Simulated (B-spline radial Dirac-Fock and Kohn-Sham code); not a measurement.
**f′ and f″ of Cr, 665.7 eV to 4 keV**

Calculated with an atomic code on a B-spline grid, using the dispersion relation over Dirac-Hartree-Slater subshell photoionisation cross sections, with the Kissel-Pratt high-energy constant (isolated atom, no bound-bound lines or fine structure). The forward scattering factor is f₀ + f′ + i f″.

Edges near this range: L1 696.0 eV, L2 583.8 eV, L3 574.1 eV.

| hν (eV) | λ (Å) | f′ (e) | f″ (e) | tabulated f′ | tabulated f″ |
| --- | --- | --- | --- | --- | --- |
| 665.7 | 18.62 | ? | ? | ? | ? |
| 730.2 | 16.98 | -7.054 | 13.627 | – | 13.49 |
| 984.1 | 12.60 | -1.897 | 9.249 | – | 9.07 |
| 1000 | 12.40 | -1.762 | 9.045 | -1.43 | 8.87 |
| 1253.6 | 9.890 | -0.554 | 6.523 | -0.35 | 6.24 |
| 1486.9 | 8.338 | -0.207 | 5.025 | -0.07 | 4.76 |
| 1867 | 6.641 | -0.136 | 3.507 | -0.04 | 3.31 |
| 2000 | 6.199 | -0.164 | 3.139 | -0.08 | 2.97 |
| 2339 | 5.301 | -0.281 | 2.429 | -0.21 | 2.33 |
| 2620 | 4.732 | -0.398 | 2.009 | -0.35 | 1.93 |
| 2984.4 | 4.154 | -0.558 | 1.610 | -0.52 | 1.56 |
| 4000 | 3.100 | -1.024 | 0.970 | -1.01 | 0.90 |

Task: What are f′ and f″ at 665.7 eV?

Result: f′ = -9.907 and f″ = 13.447 electrons (tables: – and 13.61). By the optical theorem f″ corresponds to a photoabsorption cross section 2 rₑ λ f″ = 1.41e+06 b.

Tabulated f′: xraylib 4.2 anomalous scattering factors (Cullen et al., EPDL97); f″: Chantler's tables (J. Phys. Chem. Ref. Data 1995 and 2000). Both are theoretical tables.
